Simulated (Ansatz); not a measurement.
`C#CC(C)F` + `[SnH4]` → `C#[C][SnH3]` + `CCF` at 700 K and 1 bar (formal exchange of groups at a C–C bond).

Computed with Ansatz on PBE0-D4/def2-TZVP structures; ΔE is electronic, products minus reactants. CCSD(T)/CBS adds triple-zeta CCSD(T) − MP2 to the extrapolated MP2 energy (def2 sets, frozen cores). Elements past krypton have def2 core potentials. For Sn outer-core shells are correlated without core-valence functions, which leaves a few kJ/mol of doubt a bond.

```tsv
species	CCSD(T)/CBS energy (Eh)	H − E (kJ/mol)	S (J/(mol·K))
`C#CC(C)F`	-254.93656	269.2	408.4
`[SnH4]`	-216.39156	106.0	282.9
`C#[C][SnH3]`	-292.44374	158.7	379.9
`CCF`	-178.90141	224.7	331.8
```

H − E and S are ideal-gas, rigid-rotor, harmonic terms from PBE0-D4/def2-TZVP, for one conformer and one mirror image of each species. 1 Eh = 2625.50 kJ/mol, R = 8.31446 J/(mol·K).

Question: By hand: ΔE, ΔH, ΔS and ΔG.

Answer: ΔE = (-292.44374) + (-178.90141) − (-254.93656) − (-216.39156) = -0.01703 Eh = -44.7 kJ/mol. Δ(H − E) = 158.7 + 224.7 − 269.2 − 106.0 = 8.2, so ΔH = -36.5 kJ/mol. ΔS = 379.9 + 331.8 − 408.4 − 282.9 = 20.4 J/(mol·K). ΔG = -36.5 − 700 × (20.4)/1000 = -50.8 kJ/mol.

Question: By hand: the equilibrium constant, and the temperature at which ΔG would vanish if ΔH and ΔS stayed fixed.

Answer: log₁₀ K = −ΔG/(RT ln 10) = 3.8. ΔH and −TΔS have one sign here, so there is no such temperature.

TΔS isn't small against ΔH here. A doubt of 5 kJ/mol in ΔE shifts log₁₀ K by 0.4 here. Other conformers and mirror images would add mixing entropy, several J/(mol·K) or more a flexible species. These are equilibria of isolated gas molecules and say nothing of rates. Largest T1 diagnostic: 0.014 (customary marks: 0.02 for closed shells, 0.045 for open ones).
